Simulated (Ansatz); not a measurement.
The cluster Li₈, 8 atoms. Hardware: 4 threads of Arm Neoverse N1 on a shared host.

Correlated methods freeze no core orbitals; core or outer-core shells of Li are correlated, in sets that lack core-valence functions.

Task: How many basis functions does each of these Ansatz runs have, and roughly what does it cost? PBE-QIDH/def2-TZVP, charge 0 singlet, energy, from earlier orbitals; r2SCAN/def2-TZVP, charge 0 triplet at the geometry of the charge 0 singlet, energy, from earlier orbitals; B3LYP/6-31G, charge 0 singlet, energy; PBE/def2-TZVP, charge 0 triplet at the geometry of the charge 0 singlet, energy, from earlier orbitals; PBE/def2-TZVP, charge 1 doublet at the geometry of the charge 0 singlet, energy, from earlier orbitals; r2SCAN/def2-TZVP, charge 0 singlet, energy, from earlier orbitals; r2SCAN/def2-TZVPD, charge -1 doublet at the geometry of the charge 0 singlet, energy, from earlier orbitals; PBE0/def2-TZVP, charge 0 singlet, energy, from earlier orbitals; CCSD(T)/def2-TZVPD, charge 0 singlet, energy, from earlier orbitals; CCSD(T)/def2-TZVPD, charge -1 doublet at the geometry of the charge 0 singlet, energy, from earlier orbitals; HF/6-31G, charge 0 singlet, energy; MP2/def2-TZVP, charge 0 singlet, energy, from earlier orbitals.

Result: Other jobs shared the machine, so times can vary by a factor of up to 3. A dash marks memory too small to be measured apart from the calling script's.

| run | functions | fitting or Cholesky vectors | wall time | peak host memory (GiB) |
| --- | --- | --- | --- | --- |
| HF/6-31G, charge 0 singlet, energy | 72 | 968 | 0.3 s | – |
| MP2/def2-TZVP, charge 0 singlet, energy, from earlier orbitals | 112 | 1215 | 0.96 s | – |
| B3LYP/6-31G, charge 0 singlet, energy | 72 | 840 | 1.9 s | – |
| PBE-QIDH/def2-TZVP, charge 0 singlet, energy, from earlier orbitals | 112 | 1215 | 2.9 s | – |
| PBE0/def2-TZVP, charge 0 singlet, energy, from earlier orbitals | 112 | 1032 | 3.1 s | – |
| PBE/def2-TZVP, charge 1 doublet at the geometry of the charge 0 singlet, energy, from earlier orbitals | 112 | 1032 | 3.4 s | – |
| r2SCAN/def2-TZVP, charge 0 singlet, energy, from earlier orbitals | 112 | 1032 | 3.5 s | – |
| PBE/def2-TZVP, charge 0 triplet at the geometry of the charge 0 singlet, energy, from earlier orbitals | 112 | 1032 | 9 s | – |
| r2SCAN/def2-TZVP, charge 0 triplet at the geometry of the charge 0 singlet, energy, from earlier orbitals | 112 | 1032 | 17 s | – |
| CCSD(T)/def2-TZVPD, charge 0 singlet, energy, from earlier orbitals | 136 | 1512 | 23 s | 1.1 |
| r2SCAN/def2-TZVPD, charge -1 doublet at the geometry of the charge 0 singlet, energy, from earlier orbitals | 136 | 1320 | 27 s | – |
| CCSD(T)/def2-TZVPD, charge -1 doublet at the geometry of the charge 0 singlet, energy, from earlier orbitals | 136 | 1512 | 3.3 min | 2.5 |
